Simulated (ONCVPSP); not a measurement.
An all-electron radial function and its pseudo partner (Rh)

Columns: radius, all-electron u(r) and pseudo u(r) of the 4s shell (level -86.09 eV) of rhodium in the configuration [Ar] 3d10 4s2 4p6 4d7 5s2; LDA (Perdew-Wang 92), scalar-relativistic, ONCV scheme, ONCVPSP 4.0.1.

```json
{"r (bohr)": "0.085", "all-electron": "0.4087", "pseudo": "0.1274"}
{"r (bohr)": "0.170", "all-electron": "-0.0418", "pseudo": "0.2569"}
{"r (bohr)": "0.255", "all-electron": "-0.5923", "pseudo": "0.3896"}
{"r (bohr)": "0.340", "all-electron": "-0.5898", "pseudo": "0.5241"}
{"r (bohr)": "0.425", "all-electron": "-0.2238", "pseudo": "0.6569"}
{"r (bohr)": "0.510", "all-electron": "0.2411", "pseudo": "0.7819"}
{"r (bohr)": "0.595", "all-electron": "0.6494", "pseudo": "0.8920"}
{"r (bohr)": "0.680", "all-electron": "0.9412", "pseudo": "0.9798"}
{"r (bohr)": "0.765", "all-electron": "1.1107", "pseudo": "1.0390"}
{"r (bohr)": "0.850", "all-electron": "1.1779", "pseudo": "1.0662"}
{"r (bohr)": "0.935", "all-electron": "1.1687", "pseudo": "1.0604"}
{"r (bohr)": "1.020", "all-electron": "1.1088", "pseudo": "1.0241"}
{"r (bohr)": "1.105", "all-electron": "1.0191", "pseudo": "0.9625"}
{"r (bohr)": "1.190", "all-electron": "0.9148", "pseudo": "0.8823"}
{"r (bohr)": "1.275", "all-electron": "0.8066", "pseudo": "0.7909"}
{"r (bohr)": "1.360", "all-electron": "0.7015", "pseudo": "0.6954"}
{"r (bohr)": "1.445", "all-electron": "0.6034", "pseudo": "0.6018"}
{"r (bohr)": "1.530", "all-electron": "0.5145", "pseudo": "0.5142"}
{"r (bohr)": "1.615", "all-electron": "0.4357", "pseudo": "0.4356"}
{"r (bohr)": "1.700", "all-electron": "0.3667", "pseudo": "0.3666"}
{"r (bohr)": "1.785", "all-electron": "0.3072", "pseudo": "0.3071"}
{"r (bohr)": "1.870", "all-electron": "0.2563", "pseudo": "0.2562"}
{"r (bohr)": "1.955", "all-electron": "0.2131", "pseudo": "0.2130"}
{"r (bohr)": "2.040", "all-electron": "0.1766", "pseudo": "0.1766"}
{"r (bohr)": "2.125", "all-electron": "0.1461", "pseudo": "0.1460"}
{"r (bohr)": "2.210", "all-electron": "0.1206", "pseudo": "0.1205"}
```

Problem. How many radial nodes do the two functions have?

Solution. The all-electron 4s function has n − l − 1 = 3 (the table is too coarse to show those close to the nucleus); the pseudo-wave has 0, since the states of the same l below it are removed with the core.

Problem. At about which radius was the pseudo-wave matched?

Solution. 1.65 bohr. The columns agree to 0.0005 from 1.53 bohr on; several derivatives are matched, so the curves merge somewhat inside the radius.

Problem. Is the pseudo-wave norm-conserving?

Solution. Yes: the ONCV scheme keeps the norm inside the radius equal to the all-electron one, which fixes the energy derivative of the logarithmic derivative at the level.
